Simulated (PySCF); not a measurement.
## Ce²⁺ (cerium, charge +2) across methods

[Xe] 4f2, one real determinant. Computed with PySCF 2.14 in cc-pVDZ-X2C, with scalar relativity by spin-free X2C-1e.

```
method  E (hartree)  mean ε 5p α (eV)  mean ε 5p β (eV)  mean ε 4f α (eV)  Σ⟨r²⟩ (bohr²)   ⟨S²⟩
r2SCAN     -8859.09           -33.913           -33.150           -13.882          43.10  2.002
   UHF  -8855.73619           -39.004           -37.939           -21.063          43.16  2.002
  PBE0     -8858.72           -35.091           -34.313           -15.626          43.08  2.001
   LDA     -8851.70           -33.574           -32.866           -13.569          43.17  2.001
```

Q: Estimate the same row for PBE.

A: E (hartree) = -8858.68; mean ε 5p α (eV) = -33.405; mean ε 5p β (eV) = -32.679; mean ε 4f α (eV) = -13.596; Σ⟨r²⟩ (bohr²) = 43.22; ⟨S²⟩ = 2.001.

⟨L²⟩ = 24.01 against 30 for a pure H term, so this real determinant mixes terms. Spin-orbit coupling, absent here, splits the open shell strongly.
